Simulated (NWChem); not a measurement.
Program: NWChem. System: H₅OSi₂, charge 0, spin multiplicity 2, at a geometry optimised with UB3LYP/def2-SVP. The structure started from a generated list of species. Its SCF solution wasn't tested for a lower state. Level: UHF/def2-TZVP.

Input file:

```
start mol
memory heap 200 mb stack 900 mb global 1100 mb
geometry units angstroms nocenter noautoz noautosym
  Si     1.506524    -0.440377     0.548613
  O      0.093718    -0.122646    -0.267157
  Si    -1.471607     0.428015    -0.347913
  H      2.290453    -1.443352    -0.240236
  H      2.305628     0.821584     0.699818
  H     -1.485857     1.910510    -0.508751
  H     -2.137903    -0.201270    -1.520210
  H     -2.210900     0.066767     0.896841
end
basis spherical
  * library def2-tzvp
end
scf
  uhf
  nopen 1
  maxiter 100
  thresh 1e-7
  semidirect memsize 60000000 filesize 0
  # guess.movecs holds the orbitals of an unrestricted PBE0 run
  vectors input guess.movecs output mol.movecs
end
task scf energy
```

NWChem printed:

```
             Northwest Computational Chemistry Package (NWChem) 7.3.0
             --------------------------------------------------------

                                NWChem Input Module
                                -------------------

 Scaling coordinates for geometry "geometry" by  1.889725989
 (inverse scale =  0.529177249)

                             Geometry "geometry" -> ""
                             -------------------------

 Output coordinates in angstroms (scale by  1.889725989 to convert to a.u.)

  No.       Tag          Charge          X              Y              Z
 ---- ---------------- ---------- -------------- -------------- --------------
    1 Si                  14.0000     1.50652400    -0.44037700     0.54861300
    2 O                    8.0000     0.09371800    -0.12264600    -0.26715700
    3 Si                  14.0000    -1.47160700     0.42801500    -0.34791300
    4 H                    1.0000     2.29045300    -1.44335200    -0.24023600
    5 H                    1.0000     2.30562800     0.82158400     0.69981800
    6 H                    1.0000    -1.48585700     1.91051000    -0.50875100
    7 H                    1.0000    -2.13790300    -0.20127000    -1.52021000
    8 H                    1.0000    -2.21090000     0.06676700     0.89684100

 Effective nuclear repulsion energy (a.u.)     147.2486744413

            Nuclear Dipole moment (a.u.)
            ----------------------------
        X                 Y               Z
 ---------------- ---------------- ----------------
     0.0000056692     0.0000056692     0.0000113384


 Summary of "ao basis" -> "" (spherical)
 ------------------------------------------------------------------------------
       Tag                 Description            Shells   Functions and Types
 ---------------- ------------------------------  ------  ---------------------
 *                         def2-tzvp                  on all atoms

 Summary of "ao basis" -> "ao basis" (spherical)
 ------------------------------------------------------------------------------
       Tag                 Description            Shells   Functions and Types
 ---------------- ------------------------------  ------  ---------------------
 Si                        def2-tzvp                13       37   5s5p2d1f
 O                         def2-tzvp                11       31   5s3p2d1f
 H                         def2-tzvp                 4        6   3s1p

                                 NWChem SCF Module
                                 -----------------

  ao basis        = "ao basis"
  functions       =   135
  atoms           =     8
  alpha electrons =    21
  beta  electrons =    20
  charge          =   0.00
  wavefunction    = UHF
  use symmetry    = F
  symmetry adapt  = F

 Summary of "ao basis" -> "ao basis" (spherical)
 ------------------------------------------------------------------------------
       Tag                 Description            Shells   Functions and Types
 ---------------- ------------------------------  ------  ---------------------
 Si                        def2-tzvp                13       37   5s5p2d1f
 O                         def2-tzvp                11       31   5s3p2d1f
 H                         def2-tzvp                 4        6   3s1p

 Forming initial guess at       0.0s

 Starting SCF solution at       0.0s

 ----------------------------------------------
         Quadratically convergent UHF

 Convergence threshold     :          1.000E-07
[...]
              MO Center=  5.3D-01,  9.7D-02, -1.3D-01, r^2= 5.1D+00
   Bfn.  Coefficient  Atom+Function         Bfn.  Coefficient  Atom+Function
  ----- ------------  ---------------      ----- ------------  ---------------
    44      0.219067  2 O  py                47      0.205893  2 O  py
    16     -0.176687  1 Si py               113     -0.166684  5 H  s
   107      0.154171  4 H  s

 Vector   21  Occ=0.000000D+00  E= 5.393331D-02
              MO Center=  1.4D+00, -6.2D-01,  1.0D+00, r^2= 3.7D+00
   Bfn.  Coefficient  Atom+Function         Bfn.  Coefficient  Atom+Function
  ----- ------------  ---------------      ----- ------------  ---------------
    20      0.626793  1 Si pz                 5      0.464601  1 Si s
    19     -0.273058  1 Si py                42     -0.234256  2 O  s
    86      0.224264  3 Si px                51     -0.179697  2 O  pz
    18     -0.160415  1 Si px               132      0.152501  8 H  s

 Vector   22  Occ=0.000000D+00  E= 1.096987D-01
              MO Center= -3.2D-01,  1.3D-01, -4.1D-02, r^2= 7.8D+00
   Bfn.  Coefficient  Atom+Function         Bfn.  Coefficient  Atom+Function
  ----- ------------  ---------------      ----- ------------  ---------------
    42      1.019826  2 O  s                 86     -0.946646  3 Si px
    18      0.665547  1 Si px                73      0.361243  3 Si s
   132     -0.334710  8 H  s                126     -0.319166  7 H  s
   120     -0.304880  6 H  s                 87      0.295894  3 Si py
    20      0.270377  1 Si pz               108     -0.270347  4 H  s

 Vector   23  Occ=0.000000D+00  E= 1.531175D-01
              MO Center= -1.8D-02,  1.0D-01,  2.7D-01, r^2= 1.3D+01
   Bfn.  Coefficient  Atom+Function         Bfn.  Coefficient  Atom+Function
  ----- ------------  ---------------      ----- ------------  ---------------
    18      1.784834  1 Si px                73      1.510979  3 Si s
    86      1.411898  3 Si px                49      1.030001  2 O  px
     5     -1.020751  1 Si s                 87     -0.716633  3 Si py
   108     -0.530394  4 H  s                 19     -0.463039  1 Si py
    51      0.383159  2 O  pz                20      0.343179  1 Si pz

 center of mass
 --------------
 x =   0.03013263 y =  -0.02808750 z =   0.01629880

 moments of inertia (a.u.)
 ------------------
         122.035039203634         144.082353408162        -143.365257580199
         144.082353408162         583.879355021709          35.972128323503
        -143.365257580199          35.972128323503         585.247947602657

  Mulliken analysis of the total density
  --------------------------------------

    Atom       Charge   Shell Charges
 -----------   ------   -------------------------------------------------------
    1 Si  14    13.62   2.00  0.59  1.39  0.82  0.44  4.12  1.73  0.49  1.24  0.37  0.16  0.21  0.05
    2 O    8     8.60   0.79  1.18  0.53  0.96  0.27  1.87  2.18  0.79  0.00  0.01  0.00
    3 Si  14    13.50   2.00  0.58  1.39  0.78  0.34  4.12  1.73  0.52  1.27  0.26  0.20  0.24  0.06
    4 H    1     1.05   0.24  0.56  0.24  0.01
    5 H    1     1.05   0.24  0.56  0.25  0.01
    6 H    1     1.06   0.24  0.57  0.25  0.01
    7 H    1     1.06   0.24  0.57  0.24  0.01
    8 H    1     1.06   0.24  0.56  0.25  0.01

  Mulliken analysis of the alpha density
  --------------------------------------

    Atom       Charge   Shell Charges
 -----------   ------   -------------------------------------------------------
    1 Si  14     7.25   1.00  0.29  0.69  0.46  0.28  2.07  0.86  0.28  0.80  0.28  0.09  0.12  0.03
    2 O    8     4.32   0.40  0.59  0.27  0.48  0.13  0.95  1.10  0.38  0.00  0.01  0.00
    3 Si  14     6.75   1.00  0.29  0.70  0.39  0.17  2.06  0.86  0.26  0.63  0.13  0.10  0.12  0.03
    4 H    1     0.55   0.12  0.29  0.13  0.01
    5 H    1     0.55   0.12  0.29  0.13  0.01
    6 H    1     0.53   0.12  0.28  0.12  0.00
    7 H    1     0.53   0.12  0.28  0.12  0.00
    8 H    1     0.53   0.12  0.28  0.13  0.00

   Mulliken analysis of the beta density
   -------------------------------------

    Atom       Charge   Shell Charges
 -----------   ------   -------------------------------------------------------
    1 Si  14     6.37   1.00  0.29  0.70  0.36  0.16  2.05  0.87  0.21  0.44  0.09  0.08  0.09  0.03
    2 O    8     4.28   0.40  0.59  0.26  0.48  0.14  0.92  1.08  0.41  0.00  0.00  0.00
    3 Si  14     6.75   1.00  0.29  0.70  0.39  0.17  2.06  0.86  0.26  0.63  0.13  0.10  0.12  0.03
    4 H    1     0.50   0.11  0.27  0.12  0.00
    5 H    1     0.50   0.11  0.27  0.12  0.00
    6 H    1     0.53   0.12  0.28  0.12  0.00
    7 H    1     0.53   0.12  0.28  0.12  0.00
    8 H    1     0.53   0.12  0.28  0.12  0.00

   Mulliken analysis of the spin density
   -------------------------------------

    Atom       Charge   Shell Charges
 -----------   ------   -------------------------------------------------------
    1 Si  14     0.88   0.00  0.00 -0.01  0.10  0.12  0.02 -0.01  0.07  0.36  0.19  0.01  0.02 -0.00
    2 O    8     0.04   0.00 -0.00  0.00  0.00 -0.00  0.03  0.02 -0.02  0.00  0.00 -0.00
    3 Si  14    -0.00  -0.00 -0.00  0.00 -0.00 -0.00 -0.00  0.00 -0.00 -0.00 -0.00  0.00 -0.00  0.00
    4 H    1     0.04   0.01  0.02  0.01  0.00
    5 H    1     0.05   0.01  0.03  0.01  0.00
    6 H    1    -0.00   0.00 -0.00 -0.00  0.00
    7 H    1    -0.00  -0.00 -0.00 -0.00  0.00
    8 H    1     0.00  -0.00 -0.00  0.00 -0.00

       Multipole analysis of the density wrt the origin
       ------------------------------------------------

     L   x y z        total         alpha         beta         nuclear
     -   - - -        -----         -----         ----         -------
     0   0 0 0     -0.000000    -21.000000    -20.000000     41.000000

     1   1 0 0     -0.061103     -1.362081      1.300973      0.000006
     1   0 1 0      0.035870      0.643467     -0.607603      0.000006
     1   0 0 1      0.136903     -0.974386      1.111278      0.000011

     2   2 0 0    -25.652418   -168.107518   -158.914957    301.370056
     2   1 1 0     -0.329503     40.971109     37.855591    -79.156203
     2   1 0 1      0.434195    -40.932440    -35.857618     77.224253
     2   0 2 0    -26.531538    -36.201107    -32.659755     42.329325
     2   0 1 1     -0.149521     10.201384      7.109495    -17.460401
     2   0 0 2    -26.661094    -35.545918    -28.257483     37.142307

 Task  times  cpu:        7.9s     wall:        7.9s

 Total times  cpu:        7.9s     wall:        7.9s
```
